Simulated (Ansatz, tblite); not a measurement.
Removing and adding an electron: the cluster Ga₃P₂. Charge 0, multiplicity 2. Geometry: PBE0-D4/def2-SVP. Ansatz, gas phase; energy differences of separate SCF runs; the oxidised species is a singlet (the triplet lies 0.18 eV higher at PBE0-D4/def2-TZVP); the reduced species is a singlet (the triplet lies 1.02 eV higher at PBE0-D4/def2-TZVPD).

Cartesian coordinates in Å:
```
Ga 2.001 0.081 -0.473
Ga -0.301 1.607 -0.742
Ga -1.491 0.287 1.388
P -0.586 -0.774 -1.013
P 0.377 -1.202 0.840
```

The xTB rows come from tblite. Correlated methods freeze 37 core orbitals; core or outer-core shells of Ga are correlated, in sets that lack core-valence functions. The rows differ in basis, and correlated rows in double-zeta sets carry the largest basis error. The structure comes from a short search, and lower isomers may exist.

| level | −HOMO (eV) | vertical IE (eV) | −LUMO (eV) | vertical EA (eV) | HOMO–LUMO gap (eV) | IE − EA (eV) | remarks |
| --- | --- | --- | --- | --- | --- | --- | --- |
| GFN1-xTB | – | 10.36 | – | 6.13 | – | 4.23 | – |
| PBE-D4/def2-TZVP | 4.98 | 7.29 | 4.41 | – | 0.57 | – | restricted SCF unstable in HF (+1 singlet) |
| r2SCAN-D4/def2-TZVPD | 5.28 | – | 4.35 | 2.33 | 0.93 | – | – |
| PBE0-D4/def2-TZVPD | 5.82 | – | 3.71 | 2.29 | 2.11 | – | – |
| CCSD/def2-SVP | – | 7.11 | – | – | – | – | restricted SCF unstable (+1 singlet), spin-contaminated (⟨S²⟩ 0.92) (doublet) |

(1) Estimate the rows for GFN2-xTB, PBE-D4/def2-TZVPD, r2SCAN-D4/def2-TZVP, PBE0-D4/def2-TZVP, CCSD(T)/def2-SVP.

Answers

(1) 
| level | −HOMO (eV) | vertical IE (eV) | −LUMO (eV) | vertical EA (eV) | HOMO–LUMO gap (eV) | IE − EA (eV) | remarks |
| --- | --- | --- | --- | --- | --- | --- | --- |
| GFN2-xTB | – | 10.61 | – | 6.13 | – | 4.48 | – |
| PBE-D4/def2-TZVPD | 4.99 | – | 4.42 | 2.27 | 0.57 | – | – |
| r2SCAN-D4/def2-TZVP | 5.29 | 7.49 | 4.36 | – | 0.93 | – | restricted SCF unstable in HF (+1 singlet) |
| PBE0-D4/def2-TZVP | 5.82 | 7.39 | 3.71 | – | 2.11 | – | restricted SCF unstable in HF (+1 singlet) |
| CCSD(T)/def2-SVP | – | 7.08 | – | – | – | – | restricted SCF unstable (+1 singlet), spin-contaminated (⟨S²⟩ 0.92) (doublet) |

Run but left out: HF/def2-SVP (charge +1 singlet: restricted singlet, unstable towards broken spin symmetry); MP2/def2-SVP (doublet: ⟨S²⟩ 0.92, where a pure state has 0.75).   HOMO and LUMO are the levels of the spin that leaves or enters (xTB has no such levels and no spin-polarisation term). Other spin states of the ions may lie lower, which would lower the ionisation energy or raise the affinity. Raw xTB energy differences between charge states are shifted by several eV; the methods need an empirical correction for them.
